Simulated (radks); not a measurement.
The numbers below are computed, except where a source is named.
Task: These are the eigenvalues of the occupied orbitals of an atom or ion with whole-number occupations (eV). Level of theory: scalar-relativistic Kohn-Sham, TASK exchange with Perdew-Wang LDA correlation, spin-polarised, spherical densities, finite nucleus; meta-GGA in the generalised Kohn-Sham scheme; Fermi nuclear charge, rms radius of each element as measured or else 0.836 A^(1/3) + 0.57 fm (a radial shooting solver on a logarithmic mesh with Libxc functionals).

orbital  eigenvalue
1s up     -8321.855
1s down   -8320.941
2s up     -1075.880
2s down   -1070.513
2p up     -936.3341
2p down   -931.8229
3s up     -193.6118
3s down   -183.9405
3p up     -151.7802
3p down   -141.7252
3d up      -83.7661
3d down    -72.7442
4p up      -41.1607

Which element is it, and in what charge state? The configuration may be excited. Open shells, if any, are filled with parallel spins first.

Result: Z = 28, nickel, charge +4: Ni4+ in [Ne] 3s2 3p5 3d6 4p1. The list shows which subshells hold electrons but not how many an open one holds; the 1s level, -305.82 hartree, gives Z - s = 24.7 by -(Z - s)^2/2, which with screening and relativity narrows Z to a few neighbours, and the depths of the outer levels then fix element, charge and occupations together.
